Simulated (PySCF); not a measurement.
# Atomic charges by several schemes

Compound: C3H7FOSi.
Structure used (PBE0-D3(BJ)/def2-SVP), in Å, numbered top down from 1:
```xyz
13
C3H7FOSi angstrom
C     -0.703   -1.954    0.446
C     -0.286   -0.739    0.093
C     -0.734   -0.039   -1.159
F     -1.585   -0.807   -1.892
O      0.591   -0.038    0.852
Si     1.239    1.501    0.789
H     -0.346   -2.420    1.366
H     -1.403   -2.485   -0.196
H     -1.241    0.909   -0.893
H      0.148    0.214   -1.777
H      1.985    1.715   -0.488
H      2.164    1.591    1.947
H      0.166    2.535    0.896
```

Density: PBE0/pcSseg-1 (PySCF); schemes: Mulliken, IAO, Hirshfeld and ESP-fitted. The structure is a single PBE0-D3(BJ)/def2-SVP conformer in the gas phase; no vibrational or solvent corrections.

Problem. For which atoms does the sign change between the 4 schemes (beyond +0.03 e in one, beyond −0.03 e in another)?

Solution. For none.

Problem. At which atom do the 4 schemes differ most?

Solution. At C1: from -0.724 (ESP-fitted) to -0.149 e (Hirshfeld), 0.575 e apart.

Problem. Give the atomic charges in each scheme.

Solution. In e:

```json
{"atom": "C1", "environment": "terminal =CH2 carbon", "Mulliken": "-0.186", "IAO": "-0.386", "Hirshfeld": "-0.149", "ESP-fitted": "-0.724"}
{"atom": "C2", "environment": "vinylic carbon bearing oxygen", "Mulliken": "+0.020", "IAO": "+0.192", "Hirshfeld": "+0.061", "ESP-fitted": "+0.401"}
{"atom": "C3", "environment": "sp3 C–F carbon", "Mulliken": "+0.205", "IAO": "+0.025", "Hirshfeld": "+0.022", "ESP-fitted": "+0.039"}
{"atom": "F4", "environment": "alkyl fluorine", "Mulliken": "-0.318", "IAO": "-0.305", "Hirshfeld": "-0.094", "ESP-fitted": "-0.217"}
{"atom": "O5", "environment": "silyl ether oxygen", "Mulliken": "-0.621", "IAO": "-0.581", "Hirshfeld": "-0.197", "ESP-fitted": "-0.403"}
{"atom": "Si6", "environment": "oxygen-bound silicon", "Mulliken": "+0.660", "IAO": "+0.831", "Hirshfeld": "+0.395", "ESP-fitted": "+0.528"}
{"atom": "H7", "environment": "vinylic hydrogen", "Mulliken": "+0.128", "IAO": "+0.161", "Hirshfeld": "+0.046", "ESP-fitted": "+0.247"}
{"atom": "H8", "environment": "vinylic hydrogen", "Mulliken": "+0.132", "IAO": "+0.165", "Hirshfeld": "+0.041", "ESP-fitted": "+0.253"}
{"atom": "H9", "environment": "methylene hydrogen", "Mulliken": "+0.132", "IAO": "+0.144", "Hirshfeld": "+0.046", "ESP-fitted": "+0.083"}
{"atom": "H10", "environment": "methylene hydrogen", "Mulliken": "+0.131", "IAO": "+0.145", "Hirshfeld": "+0.046", "ESP-fitted": "+0.086"}
{"atom": "H11", "environment": "Si–H hydrogen", "Mulliken": "-0.101", "IAO": "-0.141", "Hirshfeld": "-0.076", "ESP-fitted": "-0.112"}
{"atom": "H12", "environment": "Si–H hydrogen", "Mulliken": "-0.083", "IAO": "-0.110", "Hirshfeld": "-0.064", "ESP-fitted": "-0.072"}
{"atom": "H13", "environment": "Si–H hydrogen", "Mulliken": "-0.099", "IAO": "-0.140", "Hirshfeld": "-0.076", "ESP-fitted": "-0.108"}
```

Mean size of the charges over all atoms: IAO 0.256 e, ESP-fitted 0.252 e, Mulliken 0.217 e, Hirshfeld 0.101 e. Each set sums to the total charge, 0, to within 0.001 e. The ESP scheme fits charges at the nuclei, held to the total charge, to the electrostatic potential on points at 1.4 to 2.0 times the van der Waals radii.

Problem. How many electrons does the Hirshfeld scheme count on F4?

Solution. Z − q = 9 − (-0.094) = 9.094.

Problem. How closely do the schemes follow one another over all atoms?

Solution. Correlation coefficient and root-mean-square difference: IAO with Hirshfeld 0.98, 0.199 e; Mulliken with IAO 0.95, 0.103 e; Mulliken with Hirshfeld 0.93, 0.168 e; IAO with ESP-fitted 0.89, 0.156 e; Hirshfeld with ESP-fitted 0.84, 0.217 e; Mulliken with ESP-fitted 0.77, 0.210 e.

Problem. Sum the charges by element, for elements with more than one atom.

Solution. 
```csv
element,atoms,Mulliken,IAO,Hirshfeld,ESP-fitted
C,3,+0.039,-0.169,-0.066,-0.285
H,7,+0.239,+0.224,-0.038,+0.378
```
